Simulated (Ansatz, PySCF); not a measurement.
Species: SrCl$_{2}$, charge 0, multiplicity 1. 
Structure (B3LYP-D3(BJ)/def2-TZVP (Ansatz, a first-principles code) minimum search):
```xyz
3

Sr     0.1863    -0.3163     0.1135
Cl     1.5438     0.7669    -1.8498
Cl    -1.9601    -0.0599     1.5960
```

Total electronic energies in hartree. Valence correlation only, unless marked. Spin-orbit coupling is left out. Frozen are the shells of the preceding noble gas and the d and f shells that filled before the atom's block. The outer core of K, Ca and their heavier congeners is not correlated, a term that matters for these elements. Past Kr the def2 sets carry scalar-relativistic core potentials. Basis-set limits of correlation are two-point, X^-3; Hartree-Fock from the larger set.

| level | program | energy (Eh) |
|---|---|---|
| BLYP/def2-TZVPD | PySCF | -951.27767 |
| BP86/def2-TZVPD | PySCF | -951.44693 |
| BHLYP-D3(BJ)/def2-TZVPD | Ansatz + dftd3 | -951.26906 |
| M06-2X/def2-TZVPD | PySCF | -951.21940 |
| LC-wPBE-D3(BJ)/def2-TZVPD | Ansatz + dftd3 | -951.09414 |
| RI-MP2/def2-QZVPPD | Ansatz | -950.05129 |
| SCS-MP2/def2-TZVPP | Ansatz | -949.96740 |
| CCSD(T)/def2-QZVPP | Ansatz | -950.10236 |
| CCSD(T)/CBS(def2-TZVPPD,def2-QZVPPD) | Ansatz | -950.1349 |

Totals of different functionals don't rank their quality; only differences between species are comparable.
